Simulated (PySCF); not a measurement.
NICS in isomers of C6H10N2O.

Definitions: NICS(0) = −σiso at the ring centroid; NICS(1) = −σiso and NICS(1)zz = −σzz at ±1 Å along the ring normal z. Level: GIAO PBE0/pcSseg-1 (PySCF, non-relativistic, gas phase) on the GFN2-xTB geometries, one conformer each. Atom numbers follow the mapped SMILES.

Task: Order these rings by mean NICS(1)zz, lowest (most negative) first (ppm).
A. ring C3–N4–N5–C6–C7 in `[CH2:1]=[CH:2][C:3]1=[N:4][NH:5][CH2:6][C@@H:7]1[O:8][CH3:9]`
B. ring N3–C4–C5–C8–N9 in `[CH2:1]=[CH:2][N:3]1[CH2:4][C@@H:5]([O:6][CH3:7])[CH:8]=[N:9]1`
C. ring N3–C4–C5–C8–N9 in `[CH3:1][CH2:2][n:3]1[cH:4][c:5]([O:6][CH3:7])[cH:8][n:9]1`
D. ring C2–N3–N4–C5–O9 in `[CH3:1][c:2]1[n:3][n:4][c:5]([CH:6]([CH3:7])[CH3:8])[o:9]1`

Result: C (-29.2), D (-25.1), A (-4.7), B (-3.3).

```
              SMILES                                                       ring  NICS(0)  NICS(1)  NICS(1)zz  HOMA  rms pucker (Å)  ring atoms with four or more neighbours
       CCn1cc(OC)cn1        5-membered ring with 2 N; formal bonds all aromatic    -14.7    -11.6      -29.2  0.97            0.00                                        0
     Cc1nnc(C(C)C)o1  5-membered ring with 2 N and O; formal bonds all aromatic     -9.3    -10.1      -25.1  0.37            0.00                                        0
  C=CC1=NNC[C@@H]1OC  5-membered ring with 2 N; formal bonds 1 double, 4 single     -3.0     -3.5       -4.7     –            0.04                                        2
C=CN1C[C@@H](OC)C=N1  5-membered ring with 2 N; formal bonds 1 double, 4 single     -2.6     -3.3       -3.3     –            0.01                                        2
```

NICS(0) gives the same order. The isotropic NICS(1) gives the same order. HOMA uses Krygowski's 1993 parameters; it is left out where a ring has a four-coordinate atom, a triple bond, no multiple bond or a kind of bond without parameters. NICS(1) and NICS(1)zz are means over the two faces.
